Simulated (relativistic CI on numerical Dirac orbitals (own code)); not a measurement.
d1 to d9 in one octahedral field

Computed with a parametric ligand-field model without spin-orbit coupling, by exact diagonalisation: B = 760, C = 3670, 10Dq = 8200 cm⁻¹ (Oh; |10Dq|/B = 10.8) for every shell. Energies in cm⁻¹; the field energy is (0.6 n_e − 0.4 n_t2) × 10Dq of the ground term; g labels are left out.

```csv
Shell,Ground term,Electrons in e,Field energy,First spin-allowed bands,Lowest term of other spin
d1,2T2,0.000,-3280,2E 8200,
d2,3T1,0.072,-5966,"3T2 7195, 3A2 15395",1T2 12337
d3,4A2,0.000,-9840,"4T2 8200, 4T1 13390",2E 16156
d4,5E,1.000,-4920,5T2 8200,3T1 12443
d5,6A1,2.000,0,none,4T1 20313
d6,?,?,?,?,?
d7,4T1,2.072,-5966,"4T2 7195, 4A2 15395",2E 8529
d8,3A2,2.000,-9840,"3T2 8200, 3T1 13390",1E 13025
d9,2E,3.000,-4920,2T2 8200,
```

(1) Fill in the row of d6.

## Answers

(1) Ground term: 5T2; Electrons in e: 2.000; Field energy: -3280; First spin-allowed bands: 5E 8200; Lowest term of other spin: 3T1 11886. Every shell keeps the spin of the free ion. Only d4 to d7 can choose; the field needed to pair spins is smallest for d6 and largest for d5, which loses most exchange energy. In the strong-field picture 10Dq must exceed about 6B + 5C = 22910 (d4), 7.5B + 5C = 24050 (d5), 2.5B + 4C = 16580 (d6) and 4B + 4C = 17720 (d7); mixing of terms shifts these bounds somewhat. High-spin d^(n+5) repeats the spin-allowed bands of d^n, since the half-filled shell is spherical.
